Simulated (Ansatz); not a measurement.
Geometry optimisation, RKS BLYP-D4/6-31G in Ansatz.

The input (input.yaml):

```yaml
crystal:
  periodic: [false, false, false]
  atoms:
    - { symbol: Si, position_ang: [-1.3208, 0.2437, 0.8416] }
    - { symbol: "N", position_ang: [-0.0735, 0.2636, -0.256] }
    - { symbol: C, position_ang: [1.2818, 0.5665, 0.0961] }
    - { symbol: S, position_ang: [1.8566, 0.0253, -1.559] }
    - { symbol: C, position_ang: [0.2381, -0.8538, -1.1707] }
    - { symbol: H, position_ang: [-1.4095, 1.6254, 1.4969] }
    - { symbol: H, position_ang: [-2.5928, 0.0278, 0.0849] }
    - { symbol: H, position_ang: [-1.103, -0.7631, 1.8232] }
    - { symbol: H, position_ang: [1.74, -0.0303, 0.9586] }
    - { symbol: H, position_ang: [1.5244, 1.6202, 0.3445] }
    - { symbol: H, position_ang: [0.3709, -1.8204, -0.6492] }
    - { symbol: H, position_ang: [-0.4352, -0.9602, -1.9769] }
basis:
  gaussian: { orbitals: "6-31G" }
hamiltonian:
  xc: blyp
  dispersion: d4
relax:
  f_tol: 0.02
  max_steps: 50
```

Command:

```bash
$ ansatz run input.yaml --threads 1 --pin off --max-ram 2048MiB --backend cpu --events-out ev --progress --plain --runs-dir out
```

Problem. Where does it end, and by what steps?

Solution. The forces met the threshold. Limits of this set-up: no polarisation functions. After 6 steps the energy has fallen by 0.950 eV; H8 moved furthest, 0.53 Å.

| step | energy less start (eV) | largest force component (eV/Å) | accepted |
| --- | --- | --- | --- |
| 0 | 0.0000 | 3.414 | yes |
| 1 | -0.7089 | 1.568 | yes |
| 2 | -0.9109 | 0.419 | yes |
| 3 | -0.9482 | 0.095 | yes |
| 4 | -0.9433 | 0.278 | no |
| 5 | -0.9503 | 0.029 | yes |
| 6 | -0.9504 | 0.003 | yes |

```xyz
12
Properties=species:S:1:pos:R:3
Si -1.396 0.200 0.965
N 0.067 -0.013 -0.040
C 1.388 0.624 0.130
S 2.051 -0.192 -1.523
C 0.243 -0.882 -1.219
H -1.370 1.611 1.507
H -2.592 -0.027 0.068
H -1.517 -0.749 2.149
H 1.980 0.276 0.993
H 1.379 1.725 0.078
H 0.277 -1.966 -1.015
H -0.434 -0.662 -2.060
```

Run time: 29 s on 1 thread of Arm Neoverse V2, with other jobs on the host, peak memory 0.17 GiB.
